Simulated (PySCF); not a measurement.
# Orbital picture of CaSb

r²SCANh at R = 3.087 Å; PySCF, spin-free X2C with a Gaussian nucleus, basis sets Ca x2c-SVPall, Sb x2c-SVPall. State: ⁴Σ⁻ (quartet), unpaired electrons σ ↑, π ↑↑. Only the outer orbitals are listed, counted within each symmetry.

| spin | orbital | occ. | ε (eV) | on Ca (%) | main shells (%) |
| --- | --- | --- | --- | --- | --- |
| α | 7π | 1 | -29.76 | 100 | 100 Ca p |
| α | 7π | 1 | -29.76 | 100 | 100 Ca p |
| α | 14σ | 1 | -29.60 | 100 | 100 Ca p |
| α | 15σ | 1 | -13.40 | 3 | 97 Sb s |
| α | 16σ | 1 | -5.48 | 33 | 65 Sb p, 31 Ca s |
| α | 8π | 1 | -5.37 | 7 | 92 Sb p |
| α | 8π | 1 | -5.37 | 7 | 92 Sb p |
| α | 17σ | 1 | -3.84 | 82 | 58 Ca s, 18 Sb p, 18 Ca p |
| α | 9π | 0 | -1.22 | 100 | 51 Ca d, 49 Ca p |
| α | 9π | 0 | -1.22 | 100 | 51 Ca d, 49 Ca p |
| α | 18σ | 0 | -1.12 | 97 | 76 Ca d, 20 Ca p |
| β | 7π | 1 | -29.68 | 100 | 100 Ca p |
| β | 7π | 1 | -29.68 | 100 | 100 Ca p |
| β | 14σ | 1 | -29.45 | 100 | 100 Ca p |
| β | 15σ | 1 | -11.42 | 7 | 93 Sb s |
| β | 16σ | 1 | -4.70 | 35 | 63 Sb p, 28 Ca s |
| β | 8π | 0 | -2.56 | 23 | 77 Sb p, 15 Ca d, 8 Ca p |
| β | 8π | 0 | -2.56 | 23 | 77 Sb p, 15 Ca d, 8 Ca p |
| β | 17σ | 0 | -2.03 | 86 | 68 Ca s, 14 Sb p, 13 Ca p |

Question: Which are the highest filled and the lowest empty level, where do they sit, and how wide is the gap?

Answer: Highest filled α 17σ at -3.84 eV (in %: 58 Ca s, 18 Sb p, 18 Ca p); lowest empty β 8π at -2.56 eV (in %: 77 Sb p, 15 Ca d, 8 Ca p); the gap at r²SCANh is 1.28 eV.

```
bond order (Mayer)                               : 1.08
⟨S²⟩                                             : 3.758
charge on Ca (Mulliken, basis-dependent)         : 0.26
charge on Ca (Löwdin, basis-dependent)           : 0.06
dipole moment (positive dipole means Ca(−)Sb(+)) : -3.85 D
```

Spin–orbit coupling is left out. The state was picked by a PBE0 search and need not be the measured ground state.
